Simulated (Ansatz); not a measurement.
`CCC[SiH2]Cl` + H₂S → `CCS` + `C[SiH2]Cl`  (substitution at a C–C bond)

Gas-phase electronic energies from Ansatz, PBE0-D4/def2-TZVP geometries. CCSD(T)/CBS adds triple-zeta CCSD(T) − MP2 to the extrapolated MP2 energy (def2 sets, frozen cores). This one scheme is used for every species. Functionals use def2-TZVPP. One conformer a species, not always the lowest.

Problem. Is it downhill or uphill in electronic energy at CCSD(T)/CBS, and by how much? (An estimate is asked.)

Solution. Computed: Nearly level: ΔE = +1.4 kJ/mol.

Problem. What do these levels give: PBE-D4, r2SCAN-D4, PBE, r2SCAN, PBE0, MP2/def2-TZVPP, CCSD/def2-TZVPP, CCSD(T)/def2-TZVPP, HF/def2-QZVPP, SCS-MP2/def2-QZVPP, HF/CBS(def2), CCSD/CBS(def2)? (An estimate is asked.)

Solution. Computed: PBE-D4 -2.4, r2SCAN-D4 -2.5, PBE -5.7, r2SCAN -4.0, PBE0 -3.8, MP2/def2-TZVPP 1.9, CCSD/def2-TZVPP 3.8, CCSD(T)/def2-TZVPP 3.6, HF/def2-QZVPP -3.4, SCS-MP2/def2-QZVPP -0.3, HF/CBS(def2) -3.4, CCSD/CBS(def2) 1.6 kJ/mol.

Largest T1 diagnostic among the species: 0.009.

The D4 term adds +4.8 kJ/mol with B3LYP and +3.1 kJ/mol with PBE0; it sums over pairs of atoms, weighted by their polarisabilities, and B3LYP, whose exchange is more repulsive, gets the larger term. In def2-TZVPP, CCSD(T) changes the Hartree–Fock value by +6.7 kJ/mol (the triples alone add −0.2 kJ/mol) and MP2 by +5.0 kJ/mol.

B3LYP here is the variant with VWN-RPA as its local correlation; programs differ in this.
